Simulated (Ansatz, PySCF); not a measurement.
FH3S3Si, SMILES F[Si](S)(S)S. Atoms are numbered in the order given.

```xyz
8

F      0.0000     0.0000     1.8772
Si     0.0000     0.0000     0.2509
S     -1.9040     0.6340    -0.4461
S      1.5010     1.3319    -0.4461
S      0.4030    -1.9659    -0.4461
H     -2.5800    -0.2427     0.3346
H      1.0798     2.3557     0.3346
H      1.5002    -2.1130     0.3346
```

Geometry: r2SCAN-D4/def2-SVP. The structure was generated by enumeration, and PubChem lists no compound with its InChIKey, so it may never have been made. Other conformers were not sampled.

Vertical ionisation energy (IE) and electron affinity (EA) in eV. Rows of orbital energies are one-electron estimates. Where ΔSCF, EOM or ADC give a negative EA the extra electron is unbound and the value depends on the basis.

| level | IE | EA |
|---|---|---|
| −ε(HOMO), −ε(LUMO), M06-2X/def2-TZVP (PySCF) | 9.22 | -0.72 |
| −ε(HOMO), −ε(LUMO), PBE/def2-TZVP (PySCF) | 6.78 | 1.12 |
| ΔSCF, CAM-B3LYP/def2-SVPD (Ansatz), final states of multiplicity 2 and 2 | 10.27 | -0.89 |
| ΔSCF, PBE/def2-SVPD (Ansatz), final states of multiplicity 2 and 2 | 9.51 | -0.53 |

Q: What vertical singlet–triplet gap does ΔSCF give with CAM-B3LYP/def2-SVPD (Ansatz, a quantum-chemistry and plane-wave program) and with PBE/def2-SVPD (Ansatz)? (An estimate is asked for; the answer gives what the named calculation found.)

A: 6.06 and 5.60 eV (triplet above singlet where positive).
